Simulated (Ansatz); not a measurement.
Isolated molecules relaxed with PBE0-D4/def2-TZVP in Ansatz; ΔE leaves out vibrations. CCSD(T)/CBS adds triple-zeta CCSD(T) − MP2 to the extrapolated MP2 energy (def2 sets, frozen cores). This one scheme is used for every species. DFT in def2-TZVPP. For Ge outer-core shells are correlated without core-valence functions, which leaves a few kJ/mol of doubt a bond. Scalar relativity is left out up to krypton. Each species was taken in one conformer, which may not be the lowest.

Reaction (ligand exchange at the Si–N bond): `O[SiH](O)N[SiH](O)Cl` + `[SH][GeH2][Cl]` → `O[SiH](Cl)[S][GeH2][Cl]` + `N[SiH](O)O`

`O[SiH](O)N[SiH](O)Cl`:

Z-matrix (Å, degrees):
```
Si
O 1 1.648
N 1 1.710 2 107.2
O 1 1.639 2 103.4 3 122.9
H 1 1.481 2 112.8 3 -117.9
H 2 0.960 1 115.6 3 -152.6
Si 3 1.721 1 128.4 2 37.2
H 3 1.011 1 114.8 2 -129.5
H 4 0.958 1 118.9 2 -177.7
O 7 1.622 3 108.9 1 -11.3
Cl 7 2.060 3 106.8 1 -133.9
H 7 1.473 3 114.9 1 109.8
H 10 0.967 7 114.8 3 -25.3
```

`[SH][GeH2][Cl]`:

Z-matrix (Å, degrees):
```
Ge
Cl 1 2.156
S 1 2.205 2 110.8
H 1 1.530 2 107.6 3 -116.4
H 1 1.532 2 105.9 3 120.9
H 3 1.343 1 94.0 2 72.4
```

`O[SiH](Cl)[S][GeH2][Cl]`:

```xyz
10

O     0.566    0.994   -2.602
Si    0.678    0.569   -1.036
Cl    0.300    2.168    0.198
S    -0.742   -0.976   -0.679
Ge   -0.807   -1.006    1.535
Cl    1.194   -1.165    2.313
H    -0.286    1.276   -2.941
H     2.066    0.143   -0.809
H    -1.406    0.279    2.107
H    -1.563   -2.282    1.914
```

`N[SiH](O)O`:

Cartesian coordinates in Å:
```
N 1.255 0.085 0.006
Si -0.415 0.090 -0.383
O -1.133 1.198 0.589
O -0.949 -1.453 -0.234
H 1.857 -0.619 -0.390
H 1.747 0.960 0.103
H -0.814 0.486 -1.746
H -0.885 1.192 1.515
H -0.663 -1.940 0.541
```

```
        level  ΔE (eV)
      ωB97M-V     0.17
MP2/CBS(def2)     0.07
```

(1) What does CCSD(T)/CBS give? (Best estimate.)

Largest T1 diagnostic among the species: 0.011.

Answers

(1) Computed: +0.14 eV. The listed levels differ from it by 0.03, -0.07 eV.

From PBE to PBE0 (25 % exact exchange), in def2-TZVPP and without D4, ΔE moves by +0.03 eV. In def2-TZVPP, CCSD(T) changes the Hartree–Fock value by −0.10 eV (the triples alone add −0.03 eV) and MP2 by −0.17 eV.
